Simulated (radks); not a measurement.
The osmium ion Os71+, configuration [He] 2s2 2p1 (the NIST ground configuration).

Method: scalar-relativistic Kohn-Sham, PW91, spin-polarised, spherical densities, point nucleus; open shells are filled with parallel spins first (spin-orbit coupling, left out, can overturn this in heavy ions); computed with a radial shooting solver on a logarithmic mesh with Libxc functionals.

Energy parts (eV):
| part | energy |
|---|---|
| total | -230555.80 |
| kinetic | 271901.31 |
| electron-nucleus | -507740.20 |
| Hartree | 7508.43 |
| exchange-correlation | -2225.34 |

Orbitals (lengths in bohr, moments of r in powers of bohr; r(max) is where P^2 peaks):
| orbital | occ. | eigenvalue (eV) | <r^4> | r(max) |
|---|---|---|---|---|
| 1s up | 1 | -82341.92 | 5.027e-07 | 0.01101 |
| 1s down | 1 | -82319.20 | 5.021e-07 | 0.01101 |
| 2s up | 1 | -20181.83 | 0.00006370 | 0.06188 |
| 2s down | 1 | -20139.93 | 0.00006396 | 0.06192 |
| 2p up | 1 | -18681.73 | 0.00004770 | 0.05044 |
| 2p down | 0 | -18633.45 | 0.00004796 | 0.05048 |

The highest occupied level is 2p up at -18681.7 eV. For comparison, the ionisation energy in NIST's Atomic Spectra Database is 20030 eV (theoretical). In exact Kohn-Sham theory the highest level is minus the ionisation energy, but local and semilocal functionals leave it too shallow, through self-interaction and a potential that decays too fast; potentials with the right tail come closer.
